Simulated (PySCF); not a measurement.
Electronic structure of P²⁺ (phosphorus, charge +2) at the LC-wPBE level

Configuration: [Ne] 3s2 3p1, 2P determinant. Computed with PySCF 2.14 in aug-cc-pVDZ-DK (5s4p2d, 27 functions), with the spin-free X2C one-electron Hamiltonian (Gaussian nucleus).

| Item | Value |
| --- | --- |
| Total energy | -340.8558 hartree |
| One-electron energy | -460.0921 hartree |
| Hartree (Coulomb) energy | 141.7216 hartree |
| Exchange-correlation energy | -22.4854 hartree |
| ⟨S²⟩ | 0.7549 |
| ⟨L²⟩ | 2.015 |
| Sum of ⟨r⟩ | 9.615 bohr |
| Sum of ⟨r²⟩ | 13.93 bohr² |
| Traceless quadrupole moment −½Σ⟨3z² − r²⟩ along its main axis | -1.75 e·bohr² |
| Langevin diamagnetic susceptibility | -11.0 ×10⁻⁶ cm³/mol |

```json
{"shell": "1s α", "electrons": "1", "mean orbital energy (eV)": "-2114.8", "spread (eV)": "0", "rms radius, mean of both spins (bohr)": "0.120"}
{"shell": "1s β", "electrons": "1", "mean orbital energy (eV)": "-2114.7", "spread (eV)": "0", "rms radius, mean of both spins (bohr)": "0.120"}
{"shell": "2s α", "electrons": "1", "mean orbital energy (eV)": "-203.94", "spread (eV)": "0", "rms radius, mean of both spins (bohr)": "0.565"}
{"shell": "2s β", "electrons": "1", "mean orbital energy (eV)": "-203.79", "spread (eV)": "0", "rms radius, mean of both spins (bohr)": "0.565"}
{"shell": "2p α", "electrons": "3", "mean orbital energy (eV)": "-154.37", "spread (eV)": "0.355", "rms radius, mean of both spins (bohr)": "0.542"}
{"shell": "2p β", "electrons": "3", "mean orbital energy (eV)": "-154.18", "spread (eV)": "0.674", "rms radius, mean of both spins (bohr)": "0.542"}
{"shell": "3s α", "electrons": "1", "mean orbital energy (eV)": "-39.280", "spread (eV)": "0", "rms radius, mean of both spins (bohr)": "1.87"}
{"shell": "3s β", "electrons": "1", "mean orbital energy (eV)": "-37.563", "spread (eV)": "0", "rms radius, mean of both spins (bohr)": "1.87"}
{"shell": "3p α", "electrons": "1", "mean orbital energy (eV)": "-29.388", "spread (eV)": "0", "rms radius, mean of both spins (bohr)": "2.11"}
```

Densities and radii are taken from the X2C orbitals without a picture-change correction, which distorts them close to the nucleus.
